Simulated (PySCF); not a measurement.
Species: C₇H₁₄OSi.
Numbering: `[CH2:1]=[C:2]([CH3:3])[C@:4]1([CH2:5][O:6][CH3:7])[CH2:8][SiH2:9]1`

Geometry (GFN2-xTB, Å), atoms numbered from 1 in this order:
```
atom  x, y, z in Å
C1    -2.343   -1.358    0.515
C2    -1.458   -0.780   -0.287
C3    -1.510   -0.999   -1.774
C4    -0.388    0.127    0.191
C5     1.017   -0.370   -0.064
O6     1.890    0.732    0.029
C7     3.239    0.402   -0.146
C8    -0.534    0.843    1.540
Si9   -0.587    2.019    0.077
H10   -2.316   -1.245    1.584
H11   -3.128   -1.986    0.128
H12   -2.463   -1.435   -2.064
H13   -1.375   -0.055   -2.300
H14   -0.720   -1.679   -2.093
H15    1.298   -1.136    0.681
H16    1.106   -0.829   -1.060
H17    3.417   -0.042   -1.135
H18    3.806    1.327   -0.057
H19    3.577   -0.308    0.620
H20    0.341    0.804    2.173
H21   -1.440    0.648    2.095
H22   -1.928    2.432   -0.315
H23    0.495    2.917   -0.252
```

NICS = −σ at a ghost point: NICS(0) at the centroid of the ring atoms, NICS(1) 1 Å to either side along the normal of their mean plane, zz for the tensor component along that normal. Level: GIAO PBE0/pcSseg-1 (PySCF, non-relativistic, gas phase) on the GFN2-xTB geometry, one conformer.

Ring bond lengths (Å), with Mayer bond orders in brackets: C4–C8 1.534 (0.92), C8–Si9 1.878 (0.95), Si9–C4 1.906 (0.85).

Q: What do the NICS probes read (ppm)?

A: 
```json
{"ring": "C4–C8–Si9", "type": "3-membered ring with Si; formal bonds all single", "NICS(0)": "-29.0", "NICS(1), two faces": "-8.0 / -8.6", "NICS(1)zz, two faces": "-20.7 / -15.7", "rms pucker (Å)": "0.00", "centre to ring atoms, mean (Å)": "1.02"}
```

Q: What do they say, and how far can they be read as aromaticity?

A: 
- C4–C8–Si9: mean NICS(1)zz -18.2 ppm, shielded. C4, C8, Si9 have four or more neighbours, so the value isn't read as a sign of a π ring current. The two faces differ by 5.0 ppm, so no symmetry operation interchanges them. NICS(0) lies 21 ppm below the mean NICS(1).

Q: How shielded are the nuclei of the rings and their hydrogens (means over atoms taken as equivalent)?

A: 
```tsv
atoms	environment	σ isotropic (ppm)	principal values of the symmetric part, first atom (ppm)
C4	sp3 carbon bound to silicon	150.5	116.4, 144.9, 190.1
C8	sp3 carbon bound to silicon	178.1	156.4, 183.8, 194.0
Si9	SiH2 silicon	477.6	380.6, 403.3, 648.9
H20	methylene hydrogen	30.88	24.9, 29.0, 38.7
H21	methylene hydrogen	30.55	24.9, 27.9, 38.9
H22	Si–H hydrogen	29.38	24.2, 27.2, 36.7
H23	Si–H hydrogen	28.60	22.3, 28.4, 35.1
```
